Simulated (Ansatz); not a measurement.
`[SiH3][O][AlH][Br]` + H₂ → `[AlH2][Br]` + `O[SiH3]` at 400 K and 1 bar (hydrogenolysis of the Al–O bond).

Calculated with Ansatz (gas phase, PBE0-D4/def2-TZVP geometries, no zero-point term in ΔE). CCSD(T)/CBS is the MP2 limit (def2-TZVPP, def2-QZVPP) plus CCSD(T) − MP2 in def2-TZVPP, frozen cores. This one scheme is used for every species. For Br outer-core shells are correlated without core-valence functions, which leaves a few kJ/mol of doubt a bond. Scalar relativity is left out up to krypton. One conformer a species, not always the lowest.

| species | CCSD(T)/CBS energy (Eh) | H − E (kJ/mol) | S (J/(mol·K)) |
| --- | --- | --- | --- |
| `[SiH3][O][AlH][Br]` | -3182.15432 | 131.5 | 411.9 |
| H₂ | -1.17544 | 38.0 | 139.0 |
| `[AlH2][Br]` | -2816.58301 | 54.6 | 281.1 |
| `O[SiH3]` | -366.69042 | 120.0 | 276.4 |

H − E and S are ideal-gas, rigid-rotor, harmonic terms from PBE0-D4/def2-TZVP, for one conformer and one mirror image of each species. The MP2-based limit puts H₂ 0.8 mEh under its directly extrapolated value; such offsets cancel only in part. 1 Eh = 2625.50 kJ/mol, R = 8.31446 J/(mol·K).

Task: By hand: ΔE, ΔH, ΔS and ΔG.

Result: ΔE = (-2816.58301) + (-366.69042) − (-3182.15432) − (-1.17544) = 0.05633 Eh = 147.9 kJ/mol. Δ(H − E) = 54.6 + 120.0 − 131.5 − 38.0 = 5.1, so ΔH = 153.0 kJ/mol. ΔS = 281.1 + 276.4 − 411.9 − 139.0 = 6.6 J/(mol·K). ΔG = 153.0 − 400 × (6.6)/1000 = 150.4 kJ/mol.

Task: By hand: the equilibrium constant, and the temperature at which ΔG would vanish if ΔH and ΔS stayed fixed.

Result: log₁₀ K = −ΔG/(RT ln 10) = -19.6. ΔG = 0 at ΔH/ΔS = 23182 K, far beyond where these terms or the molecules hold.

The number of gas molecules stays the same, so ΔS is small and ΔH decides. A doubt of 5 kJ/mol in ΔE shifts log₁₀ K by 0.7 here. Other conformers and mirror images would add mixing entropy, several J/(mol·K) or more a flexible species. Modes under 60 cm⁻¹, often nearly free rotors, make the harmonic entropy too high. These are equilibria of isolated gas molecules and say nothing of rates. Largest T1 diagnostic: 0.011 (customary marks: 0.02 for closed shells, 0.045 for open ones).
